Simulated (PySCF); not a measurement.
**Exercise with solution: entropy of an ideal gas**

H3O4P, SMILES O=P(O)(O)O.

Geometry: PBE-D3(BJ)/def2-SVP. Other conformers were not sampled.

PBE-D3(BJ)/def2-SVP (PySCF 2.14.0) gives the harmonic wavenumbers 136, 136, 303, 355, 355, 422, 422, 429, 792, 888, 888, 1001, 1009, 1009, 1279, 3713, 3713, 3715 cm⁻¹ and the rotational temperatures 0.2102, 0.2058, 0.2058 K. The molar mass is 97.99 g/mol, the symmetry number 3, the spin multiplicity 1.

### Question
Work out the entropy at 298.15 K and 1 atm in the rigid-rotor, harmonic-oscillator model.

### Answer

Translation (Sackur–Tetrode at 1 atm): S = R[1.5 ln M + 2.5 ln T − 1.16487] = 165.9 J/(mol K).
Rotation: q = (√π/σ) T^1.5/√(θA θB θC) = 32200, S = R[ln q + 3/2] = 98.8 J/(mol K).
Vibration: with u = 1.4388 ν/T, each mode gives R[u/(e^u − 1) − ln(1 − e^−u)]:
```csv
ν (cm⁻¹),modes,u,S (J/(mol K))
136,2,0.66,23.93
303,1,1.46,5.86
355,2,1.71,9.57
422,2,2.04,7.41
429,1,2.07,3.61
792,1,3.82,0.90
888,2,4.29,1.23
1001,1,4.83,0.39
1009,2,4.87,0.75
1279,1,6.17,0.12
```
The stiffer modes add less than 0.005 each. Sum 53.8 J/(mol K).
Spin: R ln 1 = 0.0 J/(mol K).
Total 318.5 J/(mol K); the program's own thermochemistry gives 318.5. Translation makes up 52 % and vibration 17 %. Anharmonicity, hindered rotation and orbital degeneracy are left out.
